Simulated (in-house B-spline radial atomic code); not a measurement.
The nitrogen ion N³⁺ is squeezed into an impenetrable sphere of radius R (the orbitals vanish at R). Computed with a B-spline radial code for spherical atoms: Dirac-Kohn-Sham LDA VWN5, spherical fractional occupations, Fermi nucleus of rms radius 2.5582 fm.

Energies in eV above the free ion in [He] 2s2:

```json
{"R (bohr)": "8.04", "highest level (eV)": "-67.8", "[He] 2s2": "0", "[He] 2s1 2p1": "10.72"}
{"R (bohr)": "6.37", "highest level (eV)": "-67.8", "[He] 2s2": "0", "[He] 2s1 2p1": "10.72"}
{"R (bohr)": "5.01", "highest level (eV)": "-67.8", "[He] 2s2": "0.0002951", "[He] 2s1 2p1": "10.72"}
{"R (bohr)": "4.06", "highest level (eV)": "-67.8", "[He] 2s2": "0.01096", "[He] 2s1 2p1": "10.74"}
{"R (bohr)": "3.44", "highest level (eV)": "-67.7", "[He] 2s2": "0.1044", "[He] 2s1 2p1": "10.85"}
{"R (bohr)": "3", "highest level (eV)": "-67.3", "[He] 2s2": "0.4813", "[He] 2s1 2p1": "11.27"}
{"R (bohr)": "2.51", "highest level (eV)": "-65.6", "[He] 2s2": "2.429", "[He] 2s1 2p1": "13.22"}
{"R (bohr)": "2.37", "highest level (eV)": "-64.6", "[He] 2s2": "3.796", "[He] 2s1 2p1": "14.53"}
{"R (bohr)": "1.67", "highest level (eV)": "-45.9", "[He] 2s2": "33.13", "[He] 2s1 2p1": "40.54"}
{"R (bohr)": "1.49", "highest level (eV)": "-31.3", "[He] 2s2": "57.93", "[He] 2s1 2p1": "61.53"}
```

Problem. Does [He] 2s1 2p1 fall below [He] 2s2 under compression?

Solution. No, it stays above over the whole range.
